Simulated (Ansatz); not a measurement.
Consider the redistribution: `[SiH3]OC[TeH]` + `P[SiH2]Cl` → `P[TeH]` + `[SiH3]OC[SiH2]Cl`.

Gas-phase electronic energies from Ansatz, PBE0-D4/def2-TZVP geometries. CBS: MP2 limit from def2 TZ/QZ plus the TZ coupled-cluster correction, frozen cores. Functionals use def2-TZVPP. def2 core potentials past Kr. For Te outer-core shells are correlated without core-valence functions, which leaves a few kJ/mol of doubt a bond. One conformer a species, not always the lowest.

```json
{"level": "ωB97X-V", "ΔE (eV)": "-0.37"}
{"level": "PBE", "ΔE (eV)": "-0.30"}
```

(1) What does CCSD(T)/CBS give? (Best estimate.)

Largest T1 diagnostic among the species: 0.012.

Results:

(1) Ansatz gave: -0.34 eV. The listed levels differ from it by -0.03, 0.04 eV.

The D4 term adds +0.05 eV with B3LYP and +0.02 eV with PBE0; it sums over pairs of atoms, weighted by their polarisabilities, and B3LYP, whose exchange is more repulsive, gets the larger term. In def2-TZVPP, CCSD(T) changes the Hartree–Fock value by +0.22 eV (the triples alone add +0.04 eV) and MP2 by +0.21 eV.

B3LYP here is the variant with VWN-RPA as its local correlation; programs differ in this.
